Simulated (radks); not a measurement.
Fractional charge and spin in the 5s shell of holmium: the spin-up occupation runs from 0 to 1 and the spin-down occupation from 0 to 1; the fullest corner is Ho3+, [Kr] 4d10 4f(up 5, down 5) 5p6 5s(up 1, down 1). Calculated with a radial shooting solver on a logarithmic mesh with Libxc functionals: scalar-relativistic Kohn-Sham, PBEsol, spin-polarised, spherical densities, point nucleus. Energy (eV) above the fullest corner. The planes named below are the two flat planes that join the four corners, with an edge along up + down = one added electron.

down \ up,0,0.25,0.5,0.75,1
0,192.437,164.768,138.114,112.468,87.822
0.25,164.768,138.179,112.595,88.010,64.414
0.5,138.114,112.595,88.072,64.537,41.980
0.75,112.468,88.010,64.537,42.041,20.512
1,87.822,64.414,41.980,20.512,0.000

Corners above the fullest one (they belong to Ho4+ and the next ion): (up 1, down 0) 87.822 eV, (up 0, down 1) 87.822 eV, (up 0, down 0) 192.44 eV. With half an added electron in each spin the energy lies 0.250 eV from the planes, and with half an added electron in spin up alone -2.016 eV. The planes are only a guide here: the flat-plane condition holds for ground states with one frontier orbital, while this shell lies below other occupied shells, so the corners above the fullest one are inner-hole states and not the ground states of those ions.
